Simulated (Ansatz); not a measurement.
Pd2S2. Total charge 0; singlet. Geometry PBE0-D4/def2-SVPD, that of the charge -1 doublet.

```xyz
4

Pd   -1.015   -0.405    0.855
Pd    1.015    0.405   -0.855
S     0.185   -1.664   -0.568
S    -0.185    1.664    0.568
```

In the def2 sets Pd takes a core potential; there is no spin–orbit coupling. A triplet lies near this restricted singlet, and broken spin symmetry wasn't tried. At PBE0-D4/def2-TZVPD a triplet of charge 0 lies 0.29 eV below the restricted singlet at the same geometry. The structure comes from a short search, and lower isomers may exist.

Task: Estimate the orbital energies around the gap (eV) in Ansatz with PBE-D4/def2-TZVPD, r2SCAN-D4/def2-TZVPD, PBE0-D4/def2-TZVPD.

Result: 
```csv
orbital,PBE-D4/def2-TZVPD,r2SCAN-D4/def2-TZVPD,PBE0-D4/def2-TZVPD
HOMO−5,-6.60,-6.85,-8.21
HOMO−4,-6.58,-6.82,-8.14
HOMO−3,-6.53,-6.72,-7.79
HOMO−2,-6.04,-6.19,-7.03
HOMO−1,-5.98,-6.06,-6.82
HOMO,-5.44,-5.60,-6.56
LUMO,-5.41,-5.46,-4.85
LUMO+1,-4.22,-4.16,-3.53
LUMO+2,-2.70,-2.42,-1.86
LUMO+3,-1.71,-1.42,-0.86
LUMO+4,-0.27,0.09,0.45
LUMO+5,-0.06,0.27,0.52
```
